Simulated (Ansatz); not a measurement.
This geometry of AlFH2O + H4Si (10 atoms, charge 0, multiplicity 1) is a first-order saddle point.

All numbers below come from Ansatz, RKS B3LYP-D4/6-31G*.

```xyz
10
Properties=species:S:1:pos:R:3
Al 0.180 0.174 0.120
O -0.179 -0.323 1.870
H -1.057 -0.683 2.089
F 1.754 -0.134 -0.299
H -0.989 -0.023 -0.920
Si 0.055 2.682 1.062
H 1.046 3.261 2.008
H 0.455 3.118 -0.313
H -1.279 3.293 1.324
H -0.189 0.931 1.773
```

(1) Which two structures does it join? (They come from a converged band through this point; their orientation in space is the band's.)

(2) How far does it lie above each of them?

Answers

(1) Bonds broken: Si6–H10. Bonds formed: Al1–Si6, O2–H10. AlFH2O + H4Si becomes AlFH6OSi.

First end point:

```xyz
10
Properties=species:S:1:pos:R:3
Al 0.023 -0.214 0.440
O -0.154 -1.045 1.924
H -0.965 -1.540 2.096
F 1.515 0.473 0.162
H -1.002 -0.330 -0.752
Si 0.110 3.011 0.963
H 1.289 2.915 1.846
H 0.473 3.230 -0.453
H -0.819 4.070 1.433
H -0.672 1.728 1.056
```

Last end point:

```xyz
10
Properties=species:S:1:pos:R:3
Al 0.089 0.464 -0.003
O -0.170 -0.320 1.853
H -1.074 -0.640 2.011
F 1.553 -0.219 -0.435
H -1.221 -0.206 -0.624
Si 0.136 2.833 0.665
H 0.710 2.969 2.050
H 0.922 3.769 -0.190
H -1.240 3.412 0.778
H 0.093 0.234 2.608
```

(2) 1.58 eV above the first and 0.97 eV above the second. This is the barrier of this one path; another mechanism may lie lower. The orbitals stay closed-shell, which can raise the energy where a bond breaks towards radicals; this wasn't checked here.

Time of the run: 7.1 min on 1 thread of Arm Neoverse V1 (shared host), peak memory 0.17 GiB.
